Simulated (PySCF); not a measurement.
Computed with PBE-D3(BJ)/def2-TZVP // B3LYP-D3(BJ)/def2-TZVP in PySCF 2.14.0. Isolated molecules, 0 K electronic values unless said otherwise. One relaxed conformer stands for a flexible species; it need not be the lowest. Excitations are Tamm–Dancoff values on a coarser integration grid. The basis has no diffuse functions, so Rydberg states are missing or too high.

Reference species (SMILES): `C[C](=O)[GeH3]` (neutral, multiplicity 1).

The S1 oscillator strength comes out as 0.002, the S1 excitation (TDA) is 3.60 eV and the T1 excitation (TDA) is 2.93 eV.

After one change: the S1 oscillator strength stays essentially unchanged; the S1 excitation (TDA) goes up by 1.02 eV; the T1 excitation (TDA) increases by 1.10 eV.

Question: Name the change that produced these shifts. The new species is one of these.
A) `[C-]#[N+]C(C)=O`
B) `CC(=O)[SeH]` (O–C–Se–H torsion 180°)
C) `CC(=O)O[SiH3]` (O–C–O–Si torsion 0°)
D) `CC(=O)C=S` (O–C–C–S torsion 180°)

Answer: B, `CC(=O)[SeH]` (O–C–Se–H torsion 180°)
